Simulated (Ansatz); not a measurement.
Cartesian coordinates in Å:
```
N -1.477 0.010 1.177
Ga -0.114 -0.486 0.092
S 0.231 -2.653 -0.184
Si 1.270 1.138 -1.014
F 0.780 2.612 -0.589
H -2.087 -0.623 1.666
H -1.703 0.973 1.360
H -0.779 -3.028 0.619
H 2.702 1.014 -0.631
H 1.177 1.044 -2.495
```

Charge 0, multiplicity 1.

Question: List the PBE0/def2-TZVPP orbital energies in eV (Ansatz). (Estimate.)

Answer: The calculation gave: Occupied: -10147.29, -2422.23, -1803.63, -1253.16, -1109.33, -1109.25, -1109.22, -673.78, -391.03, -217.58, -161.40, -161.32, -161.24, -151.46, -145.85, -104.42, -104.25, -104.18, -100.56, -100.49, -100.48, -33.11, -24.24, -23.55, -23.44, -23.40, -23.35, -22.58, -19.93, -15.72, -13.68, -13.12, -12.74, -12.65, -12.10, -11.42, -9.73, -9.13, -8.00, -7.94, -7.28. Lowest empty: -1.10, -0.77, 0.01, 0.74, 1.45, 1.79, 2.26, 2.57.
